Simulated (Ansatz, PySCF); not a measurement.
Pb(OMe)(NH2) (CH₅NOPb), SMILES C[O][Pb][NH2] (connectivity only; charge and spin as stated), neutral, multiplicity 1. Atoms are numbered in the order given.

```xyz
9

Pb    -0.0988     0.1998     0.4952
O      1.5973     0.1517    -0.7860
C      1.5554    -0.2907    -2.1052
H      0.8710     0.3048    -2.7499
H      2.5637    -0.2158    -2.5576
H      1.2384    -1.3529    -2.2056
N     -1.4161    -0.5831    -1.0071
H     -1.1363    -0.8331    -1.9535
H     -2.4100    -0.7582    -0.8759
```

Geometry: r2SCAN-D4/def2-SVP. The structure was generated by enumeration; whether it is a known compound was not checked. The def2 effective core potentials stand for the cores of Pb; spin–orbit coupling is left out. One conformer was computed; it need not be the lowest.

Two levels are set side by side: PBE-D3(BJ)/def2-SVP (Ansatz, a first-principles code) and r2SCAN-D4/def2-SVP (Ansatz). Each level has its own optimised geometry; the coordinates shown are those of the second. Frequencies come from the Hessian of PySCF at each geometry. Differences are taken from unrounded values.

| quantity | r2SCAN-D4 |
|---|---|
| mean bond length (Å) | 1.379 |
| bond Pb1–O2 (Å) | 2.126 |
| bond Pb1–N7 (Å) | 2.146 |
| bond O2–C3 (Å) | 1.392 |
| bond C3–H4 (Å) | 1.113 |
| bond C3–H5 (Å) | 1.108 |
| bond C3–H6 (Å) | 1.113 |
| bond N7–H8 (Å) | 1.018 |
| bond N7–H9 (Å) | 1.018 |
| highest harmonic wavenumber (cm⁻¹) | 3658 |
| mean harmonic wavenumber (cm⁻¹) | 1348 |
| zero-point energy (kcal/mol) | 40.47 |

### Question
What does PBE-D3(BJ) give, and how far is it from r2SCAN-D4? (Estimate from the structure and the level; the computed values follow.)

### Answer

```json
[
 {"quantity": "mean bond length (Å)", "PBE-D3(BJ)": "1.390", "PBE-D3(BJ) minus r2SCAN-D4": "0.011"},
 {"quantity": "bond Pb1–O2 (Å)", "PBE-D3(BJ)": "2.152", "PBE-D3(BJ) minus r2SCAN-D4": "0.026"},
 {"quantity": "bond Pb1–N7 (Å)", "PBE-D3(BJ)": "2.165", "PBE-D3(BJ) minus r2SCAN-D4": "0.019"},
 {"quantity": "bond O2–C3 (Å)", "PBE-D3(BJ)": "1.397", "PBE-D3(BJ) minus r2SCAN-D4": "0.005"},
 {"quantity": "bond C3–H4 (Å)", "PBE-D3(BJ)": "1.121", "PBE-D3(BJ) minus r2SCAN-D4": "0.008"},
 {"quantity": "bond C3–H5 (Å)", "PBE-D3(BJ)": "1.116", "PBE-D3(BJ) minus r2SCAN-D4": "0.009"},
 {"quantity": "bond C3–H6 (Å)", "PBE-D3(BJ)": "1.121", "PBE-D3(BJ) minus r2SCAN-D4": "0.008"},
 {"quantity": "bond N7–H8 (Å)", "PBE-D3(BJ)": "1.025", "PBE-D3(BJ) minus r2SCAN-D4": "0.007"},
 {"quantity": "bond N7–H9 (Å)", "PBE-D3(BJ)": "1.025", "PBE-D3(BJ) minus r2SCAN-D4": "0.007"},
 {"quantity": "highest harmonic wavenumber (cm⁻¹)", "PBE-D3(BJ)": "3573", "PBE-D3(BJ) minus r2SCAN-D4": "-85"},
 {"quantity": "mean harmonic wavenumber (cm⁻¹)", "PBE-D3(BJ)": "1308", "PBE-D3(BJ) minus r2SCAN-D4": "-40"},
 {"quantity": "zero-point energy (kcal/mol)", "PBE-D3(BJ)": "39.26", "PBE-D3(BJ) minus r2SCAN-D4": "-1.21"}
]
```
